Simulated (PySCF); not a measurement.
SMILES C=C[CH2+] (charge +1), singlet, B3LYP/def2-SVP optimised geometry.

```
8

C      1.29    -0.61     0.00
C     -0.09    -0.61     0.00
C     -0.77     0.60     0.00
H      1.86     0.33     0.00
H      1.86    -1.55     0.00
H     -0.65    -1.55     0.00
H     -0.23     1.55     0.00
H     -1.86     0.64     0.00
```

Density from B3LYP/def2-TZVP in PySCF at that geometry.

Minimum of the electron density along straight lines between bonded atoms, close to the bond critical point (lines longer than 1.1 times the sum of covalent radii, or with two minima, are not listed):

```
bond   length / Å  ρ at the minimum / e bohr⁻³  ∇²ρ there / e bohr⁻⁵  position (fraction from the first atom)
-----  ----------  ---------------------------  --------------------  ---------------------------------------
C1–C2       1.386                        0.328                 -1.02                                     0.52
C2–C3       1.386                        0.328                 -1.02                                     0.48
C1–H4       1.098                        0.287                 -1.07                                     0.67
C1–H5       1.097                        0.289                 -1.09                                     0.67
C2–H6       1.095                        0.286                 -1.04                                     0.66
C3–H7       1.098                        0.287                 -1.07                                     0.67
C3–H8       1.097                        0.289                 -1.09                                     0.67
```
